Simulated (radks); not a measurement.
The numbers below are computed, except where a source is named.
All-electron atom: P2+ in [Ne] 3s2 3p1. Level of theory: scalar-relativistic Kohn-Sham, PBE, spin-polarised, spherical densities, finite nucleus; open shells are filled with parallel spins first; Fermi nuclear charge, rms radius 3.1889 fm (a radial shooting solver on a logarithmic mesh with Libxc functionals).

X-ray form factor f0, the Fourier transform of the density (f0(0) = 13):

sin(theta)/lambda (1/angstrom)  f0 (electrons)
0.05                                    12.752
0.1                                     12.086
0.15                                    11.190
0.2                                     10.257
0.25                                     9.410
0.3                                      8.692
0.4                                      7.569
0.5                                      6.652
0.6                                      5.798
0.8                                      4.265
1                                        3.117
1.25                                     2.227
1.5                                      1.750
2                                        1.334
